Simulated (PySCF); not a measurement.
**Field gradients at the hydrogen positions**

Compound: H₉P₃Si₃.
Cartesian coordinates in Å at the PBE0-D3(BJ)/def2-SVP level; atoms count from 1:
```
atom  x, y, z in Å
Si1    1.7888   -0.7481   -0.5469
P2     0.5596   -2.2932    0.5600
Si3   -1.4741   -1.3367    0.2923
P4    -1.6412    0.6531    1.3624
Si5   -0.3531    1.8299   -0.0785
P6     1.7660    1.2714    0.4807
H7     1.2717   -0.7156   -1.9509
H8     3.2072   -1.2168   -0.5686
H9     0.8036   -1.7722    1.8686
H10   -1.7131   -1.2476   -1.1823
H11   -2.4961   -2.2473    0.8910
H12   -2.8864    1.0185    0.7574
H13   -0.5448    3.2864    0.1926
H14   -0.6769    1.5602   -1.5163
H15    2.3802    1.9739   -0.6053
```

Level: PBE0/pcSseg-1 (PySCF, non-relativistic); Q(2H) = 0.00286 b; rigid geometry, the same for H and D, with no vibrational averaging.

Q: Give the electric field gradient Vzz (the principal value of largest size), its asymmetry and the 2H coupling at each hydrogen.

A: 
```csv
atom,bonded to,bond length (Å),Vzz (au),η,χzz (kHz)
H7,Si1,1.496,0.1393,0.02,94
H8,Si1,1.494,0.1407,0.01,95
H9,P2,1.429,0.1690,0.06,114
H10,Si3,1.496,0.1393,0.02,94
H11,Si3,1.494,0.1407,0.01,95
H12,P4,1.432,0.1694,0.07,114
H13,Si5,1.494,0.1411,0.01,95
H14,Si5,1.498,0.1378,0.00,93
H15,P6,1.432,0.1694,0.07,114
```

Q: Average by the element that carries the hydrogen.

A: on Si: 94 kHz over 6 positions, mean bond length 1.496 Å; on P: 114 kHz over 3 positions, mean bond length 1.431 Å.

Q: A static deuteron (I = 1) shows a doublet split by (3/2)χ, (3/4)χ(1 + η) and (3/4)χ(1 − η) with the field along z, y and x of the gradient. What are these for H7?

A: With |χ| = 93.6 kHz and η = 0.015: 140, 71 and 69 kHz, to first order and without motion.

Isolated species at its PBE0-D3(BJ)/def2-SVP geometry (one conformer only). The basis is small and wasn't made for field gradients, so the couplings can be 20 % off.

These values come from a run that also computed NMR shieldings. On one thread of an Arm Neoverse V2, shared host, this took 27 s of wall time.
